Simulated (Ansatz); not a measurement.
C3H7NOSi, SMILES `C=N/C([SiH3])=C\O`, relaxed with RKS PBE0-D4/def2-TZVP in Ansatz 0.2.0 from a PBE-D4/def2-SVP geometry. The force threshold is 0.005 eV/Å; the program also tests the step.

Total charge 0; spin multiplicity 1.

Start:

```xyz
13

C    -1.849    0.378    1.168
N    -0.593    0.610    1.071
C     0.204    0.050    0.063
Si    1.912   -0.499    0.633
C    -0.109    0.050   -1.268
O    -1.300    0.495   -1.755
H    -2.426    0.894    1.961
H    -2.407   -0.323    0.505
H     2.664   -1.047   -0.554
H     1.802   -1.583    1.672
H     2.684    0.644    1.233
H     0.643   -0.273   -2.010
H    -1.224    0.602   -2.719
```

(1) How much energy does the relaxation release, and in how many steps? (An estimate is asked.)

(2) Which bonds change most? (An estimate is asked.)

(3) Give the relaxed structure. (Estimate.)

Answers

(1) Ansatz gave: 0.08 eV, in 14 steps, 2 of them rejected.

(2) Computed: C3–C5 from 1.367 to 1.340 Å; C3–Si4 from 1.883 to 1.861 Å; C1–N2 from 1.282 to 1.262 Å; Si4–H9 from 1.508 to 1.488 Å.

(3) Ansatz gave: 
```xyz
13

C    -1.797    0.342    1.188
N    -0.616    0.742    0.999
C     0.198    0.122    0.042
Si    1.853   -0.494    0.626
C    -0.093    0.088   -1.267
O    -1.246    0.583   -1.781
H    -2.414    0.858    1.923
H    -2.239   -0.506    0.654
H     2.572   -1.063   -0.546
H     1.688   -1.556    1.655
H     2.657    0.603    1.224
H     0.624   -0.311   -1.978
H    -1.189    0.592   -2.739
```
